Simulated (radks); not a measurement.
Values are calculated unless marked as measured or tabulated.
Sm6+, configuration [Kr] 4d9 4f3 5s2 5p6 (not the ground configuration). Code: a radial shooting solver on a logarithmic mesh with Libxc functionals. Model: scalar-relativistic Kohn-Sham, LDA (Slater exchange, Perdew-Wang correlation), spin-polarised, spherical densities, finite nucleus; open shells are filled with parallel spins first (spin-orbit coupling, left out, can overturn this in heavy ions); Fermi nuclear charge, rms radius 5.0819 fm. Some entries of the table are withheld. Estimate them.

| orbital | occ. | eigenvalue (hartree) | <r> (bohr) | <1/r> (bohr^-1) |
|---|---|---|---|---|
| 1s up | 1 | -1717.430 | 0.02276 | 68.75 |
| 1s down | 1 | -1717.429 | 0.02276 | 68.75 |
| 2s up | 1 | -284.0720 | 0.09709 | 15.92 |
| 2s down | 1 | -284.0501 | 0.09709 | 15.92 |
| 2p up | 3 | -253.9682 | 0.08551 | 14.94 |
| 2p down | 3 | -253.9504 | 0.08551 | 14.94 |
| 3s up | 1 | -65.41409 | 0.2553 | 5.820 |
| 3s down | 1 | -65.34936 | 0.2551 | 5.823 |
| 3p up | 3 | -56.00167 | 0.2535 | 5.489 |
| 3p down | 3 | -55.93662 | 0.2534 | 5.493 |
| 3d up | 5 | -43.22088 | 0.2311 | 5.212 |
| 3d down | 5 | -43.16259 | 0.2309 | 5.215 |
| 4s up | 1 | -16.07717 | 0.5735 | 2.478 |
| 4s down | 1 | -15.91567 | 0.5737 | 2.476 |
| 4p up | 3 | -12.93983 | 0.6042 | 2.290 |
| 4p down | 3 | -12.78124 | 0.6048 | 2.288 |
| 4d up | 5 | -8.52623 | 0.6498 | (1) |
| 4d down | 4 | -8.37309 | 0.6514 | (2) |
| 5s up | 1 | -4.55590 | (3) | 1.060 |
| 5s down | 1 | -4.49686 | (4) | 1.050 |
| 4f up | 3 | -3.68722 | 0.7553 | 1.630 |
| 5p up | 3 | -3.64427 | 1.405 | (5) |
| 5p down | 3 | -3.59884 | 1.417 | (6) |
| 4f down | 0 | -3.54912 | 0.7653 | 1.615 |

Answer. 
(1) 4d up <1/r> (bohr^-1): 2.037
(2) 4d down <1/r> (bohr^-1): 2.032
(3) 5s up <r> (bohr): 1.267
(4) 5s down <r> (bohr): 1.277
(5) 5p up <1/r> (bohr^-1): 0.9433
(6) 5p down <1/r> (bohr^-1): 0.9331
